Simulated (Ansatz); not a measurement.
Program: Ansatz. Geometries: PBE0-D4/def2-TZVP. ΔE: electronic, gas phase. CBS: MP2 limit from def2 TZ/QZ plus the TZ coupled-cluster correction, frozen cores. This one scheme is used for every species. Functionals use def2-TZVPP. For Ge outer-core shells are correlated without core-valence functions, which leaves a few kJ/mol of doubt a bond. Scalar relativity is left out up to krypton. One conformer a species, not always the lowest.

Reaction (ligand exchange at the Si–O bond): `C=C[SiH2]O[SiH2]F` + `C[NH][GeH3]` → `C[N]([GeH3])[SiH2]F` + `C=C[SiH2]O`

| level | ΔE (eV) |
| --- | --- |
| r2SCAN | 0.51 |
| BHLYP | 0.61 |

(1) What does CCSD(T)/CBS give? (Best estimate.)

Largest T1 diagnostic among the species: 0.012.

## Answers

(1) Ansatz gave: +0.49 eV. The listed levels differ from it by 0.02, 0.12 eV.

From PBE to PBE0 (25 % exact exchange), in def2-TZVPP and without D4, ΔE moves by +0.04 eV. Leaving LDA and LC-ωPBE aside and taking each functional with its dispersion term where it has one, the values, not all of them listed here, spread over 0.16 eV, from revPBE-D4 to BHLYP-D4. LDA lies −0.07 eV from PBE without D4. In def2-TZVPP, CCSD(T) changes the Hartree–Fock value by −0.24 eV (the triples alone add −0.04 eV) and MP2 by −0.26 eV.
